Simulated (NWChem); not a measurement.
System meant: CH5BFN; SMILES FBNC

The following NWChem deck was run.

```
start job
memory heap 200 mb stack 900 mb global 1100 mb
geometry units angstroms noautoz
  B     -0.450152    -0.691123     0.000000
  F      0.109401    -1.914141     0.000000
  H     -1.642271    -0.593624     0.000000
  N      0.370209     0.438351     0.000000
  C     -0.069302     1.823511     0.000000
  H      1.375804     0.307261     0.000000
  H      0.284619     2.362523    -0.888572
  H      0.284619     2.362523     0.888572
  H     -1.161864     1.850434     0.000000
end
basis spherical
  B library def2-svp
  F library def2-svp
  H library def2-svp
  N library def2-svp
  C library def2-svp
end
dft
  xc pbe0
  iterations 4
  mulliken
end
task dft energy
```

End of the output:

```
    Atom       Charge   Shell Charges
 -----------   ------   -------------------------------------------------------
    1 B    5     5.13   1.96  0.50  0.25  1.42  0.61  0.39
    2 F    9     9.00   1.98  0.98  0.71  3.21  2.11  0.01
    3 H    1     1.06   0.65  0.38  0.03
    4 N    7     7.00   1.97  0.69  0.39  2.27  1.64  0.04
    5 C    6     5.98   1.96  0.57  0.30  1.87  1.18  0.10
    6 H    1     0.91   0.59  0.20  0.12
    7 H    1     0.98   0.65  0.26  0.07
    8 H    1     0.98   0.65  0.26  0.07
    9 H    1     0.96   0.64  0.26  0.07

 center of mass
 --------------
 x =   0.01792336 y =  -0.27482510 z =   0.00000000

 moments of inertia (a.u.)
 ------------------
         473.865001135956          -0.000000000000           0.000000000000
          -0.000000000000          43.436346392559           0.000000000000
           0.000000000000           0.000000000000         505.934813982052

     Multipole analysis of the density
     ---------------------------------

     L   x y z        total         alpha         beta         nuclear
     -   - - -        -----         -----         ----         -------
     0   0 0 0     -0.000000    -16.000000    -16.000000     32.000000

     1   1 0 0      0.314524      0.157262      0.157262      0.000000
     1   0 1 0      0.968936      0.484468      0.484468      0.000000
     1   0 0 1     -0.000000     -0.000000     -0.000000      0.000000

     2   2 0 0    -16.839093    -23.069524    -23.069524     29.299955
     2   1 1 0      0.304323     -0.151212     -0.151212      0.606747
     2   1 0 1     -0.000000     -0.000000     -0.000000      0.000000
     2   0 2 0    -19.118579   -137.573455   -137.573455    256.028331
     2   0 1 1     -0.000000     -0.000000     -0.000000      0.000000
     2   0 0 2    -17.944556    -11.791848    -11.791848      5.639140

 ------------------------------------------------------------------------
 dft energy failed                                                                                  0
 ------------------------------------------------------------------------
 ------------------------------------------------------------------------
  current input line :
    26: task dft energy
 ------------------------------------------------------------------------
 ------------------------------------------------------------------------
 This type of error is most commonly associated with calculations not reaching convergence criteria
 ------------------------------------------------------------------------
 For more information see the NWChem manual at https://nwchemgit.github.io

0:dft energy failed:Received an Error in Communication
```

Problem. What is wrong, and how is it mended?

Solution. The run did not converge; its last values are not results. Cause: the SCF was allowed too few iterations. This input runs:
```
start job
memory heap 200 mb stack 900 mb global 1100 mb
geometry units angstroms noautoz
  B     -0.450152    -0.691123     0.000000
  F      0.109401    -1.914141     0.000000
  H     -1.642271    -0.593624     0.000000
  N      0.370209     0.438351     0.000000
  C     -0.069302     1.823511     0.000000
  H      1.375804     0.307261     0.000000
  H      0.284619     2.362523    -0.888572
  H      0.284619     2.362523     0.888572
  H     -1.161864     1.850434     0.000000
end
basis spherical
  * library def2-svp
end
dft
  xc pbe0
  iterations 150
  mulliken
end
task dft energy
```
It converges to -220.24377 Ha (PBE0/def2-SVP).
